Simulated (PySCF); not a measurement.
AlFI₂, SMILES [F][Al]([I])[I].

Geometry optimised at PBE-D3(BJ)/def2-SVP. The def2 effective core potentials stand for the cores of I; spin–orbit coupling is left out.

Level of theory: C-PCM-ωB97X/def2-SVP run with PySCF 2.14.0.

The values are the electrostatic part of the solvation free energy, E(continuum) − E(gas) at the gas-phase geometry, in a cavity of scaled van der Waals radii (PySCF's table); cavitation and dispersion terms are not included. A continuum can't describe solvent molecules that bind to the metal. In vacuum the orbital gap is 10.34 eV. The dipole moment in vacuum is 0.87 D.

Computed values in water (ε = 78.36), dichloromethane (ε = 8.93), chloroform (ε = 4.71):
```json
[
 {"solvent": "water", "ε": "78.36", "ΔG(elec) (kcal/mol)": "-6.6", "dipole (D)": "0.73", "gap (eV)": "10.60"},
 {"solvent": "dichloromethane", "ε": "8.93", "ΔG(elec) (kcal/mol)": "-5.9", "dipole (D)": "0.75", "gap (eV)": "10.57"},
 {"solvent": "chloroform", "ε": "4.71", "ΔG(elec) (kcal/mol)": "-5.2", "dipole (D)": "0.77", "gap (eV)": "10.54"}
]
```
